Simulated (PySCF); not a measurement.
(CF3)2C(OH)2, C₃H₂F₆O₂.
Cartesian coordinates in Å at the PBE0-D3(BJ)/def2-TZVP level; atoms count from 1:
```
atom  x, y, z in Å
O1     0.2348    0.2862   -1.5381
C2     0.0337    0.2726   -0.1724
O3    -0.0141    1.5286    0.3975
C4    -1.3198   -0.4575    0.0324
F5    -1.5348   -0.7112    1.3186
F6    -1.3994   -1.5916   -0.6422
F7    -2.2986    0.3525   -0.3953
C8     1.2117   -0.4511    0.5315
F9     1.2378   -1.7398    0.2116
F10    2.3560    0.1009    0.1035
F11    1.1696   -0.3419    1.8483
H12    1.0792    0.7185   -1.7121
H13   -0.7510    2.0095    0.0028
```

Computed with PySCF at wB97X-D/pcSseg-2, non-relativistic, on one gas-phase PBE0-D3(BJ)/def2-TZVP geometry that isn't relaxed in the solvent. The solvent is an IEF-PCM continuum (Bondi radii, 1.10 Å for H, scaled by 1.2). Specific hydrogen bonds and non-electrostatic terms are outside this model.

Gas phase at wB97X-D/pcSseg-2: HOMO -11.58 eV, LUMO 2.01 eV, dipole 2.17 D.

Problem. What does the continuum do to the energy, the frontier levels and the dipole at wB97X-D/pcSseg-2 in chloroform?

Solution. 
```
   solvent      ε  E(solvent) − E(gas) (kJ/mol)  polarisation term (kJ/mol)  distortion of the solute (kJ/mol)  HOMO (eV)  LUMO (eV)  dipole (D)
chloroform  4.711                        -19.83                      -21.47                               1.64     -11.39       2.50        2.57
```

The first energy column is the sum of the next two and covers electrostatics alone.

Problem. Which radius a makes the point-dipole formula ΔE = −[(ε − 1)/(2ε + 1)]·μ²/a³ give the value in chloroform, with the gas-phase dipole?

Solution. μ = 0.855 au and |ΔE| = 0.00755 Eh give a = 1.72 Å; the farthest nucleus lies 2.36 Å from the centroid of the nuclei, so such a sphere wouldn't even hold the nuclei. The formula assumes a rigid point dipole at the centre of a sphere.

Problem. Give the dipole vector in the frame of the coordinates (D, pointing from negative to positive charge), gas and chloroform.

Solution. Gas (0.22, 1.84, -1.14), solvent (0.26, 2.17, -1.35). Its length changes by +18 % and its direction by less than 1°.

The run took 59 s wall, 2.3 min CPU on 2 threads of an AMD EPYC 9R45, no GPU, shared host with 96 logical CPUs at a one-minute load of 58, and the process peaked at 3.6 GiB of memory. This is the whole shielding run at wB97X-D/pcSseg-2 in chloroform, SCF included.

The pairwise dispersion term of wB97X-D wasn't added to the energies; at a given geometry it leaves orbitals and properties as they are.
